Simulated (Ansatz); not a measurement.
Program: Ansatz. Geometries: PBE0-D4/def2-TZVP. ΔE: electronic, gas phase. CCSD(T)/CBS adds triple-zeta CCSD(T) − MP2 to the extrapolated MP2 energy (def2 sets, frozen cores). This one scheme is used for every species. For Se outer-core shells are correlated without core-valence functions, which leaves a few kJ/mol of doubt a bond. Scalar relativity is left out up to krypton. Each species was taken in one conformer, which may not be the lowest.

`COC(F)F` + H₂Se → `COC(F)[SeH]` + H–F  (substitution at a C–F bond)

```json
{"species": "`COC(F)F`", "CCSD(T)/CBS(def2) energy (Eh)": "-353.25678"}
{"species": "H₂Se", "CCSD(T)/CBS(def2) energy (Eh)": "-2401.89790"}
{"species": "`COC(F)[SeH]`", "CCSD(T)/CBS(def2) energy (Eh)": "-2654.75230"}
{"species": "H–F", "CCSD(T)/CBS(def2) energy (Eh)": "-100.39570"}
```

Problem. Work out ΔE.

Solution. ΔE = (-2654.75230) + (-100.39570) − (-353.25678) − (-2401.89790) = 0.00668 Eh = +4.2 kcal/mol.

Largest T1 diagnostic among the species: 0.011.

The D4 term adds −2.0 kcal/mol with B3LYP and −1.1 kcal/mol with PBE0; it sums over pairs of atoms, weighted by their polarisabilities, and B3LYP, whose exchange is more repulsive, gets the larger term. In def2-TZVPP, CCSD(T) changes the Hartree–Fock value by −8.0 kcal/mol (the triples alone add −1.1 kcal/mol) and MP2 by −10.4 kcal/mol. From PBE to PBE0 (25 % exact exchange), in def2-TZVPP and without D4, ΔE moves by +1.2 kcal/mol.

B3LYP here is the variant with VWN-RPA as its local correlation; programs differ in this.
